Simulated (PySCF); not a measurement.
**Ionisation energy of Ir²⁺ by level of theory**

Ir²⁺ [Xe] 4f14 5d7 (4F) → Ir³⁺ [Xe] 4f14 5d6 (5D), as a difference of total energies. All numbers are calculated (PySCF 2.14, the spin-free X2C one-electron Hamiltonian (Gaussian nucleus), in ANO-RCC-VTZP). Correlated levels: valence and next inner shell: [Kr] 4d10 4f14 frozen. The calculations carry no spin-orbit coupling.

```json
{"method": "UHF", "ionisation energy (eV)": "27.503"}
{"method": "MP2 (valence and next inner shell)", "ionisation energy (eV)": "28.808"}
{"method": "SCS-MP2 (valence and next inner shell)", "ionisation energy (eV)": "28.802"}
{"method": "CCSD (valence and next inner shell)", "ionisation energy (eV)": "28.757"}
{"method": "CCSD(T) (valence and next inner shell)", "ionisation energy (eV)": "28.829"}
```

Task: How much does correlation contribute at CCSD(T) (valence and next inner shell)?

Result: 28.829 − (27.503) = 1.326 eV, measured against UHF.

A first-order spin-orbit estimate (lowest level to lowest level, LS coupling) adds 0.211 eV.

Errors of the correlated levels include the incompleteness of this basis and the frozen core.

For comparison: 28 ± 1.6 eV (theoretical estimate listed by NIST; NIST Atomic Spectra Database, ionization energies).
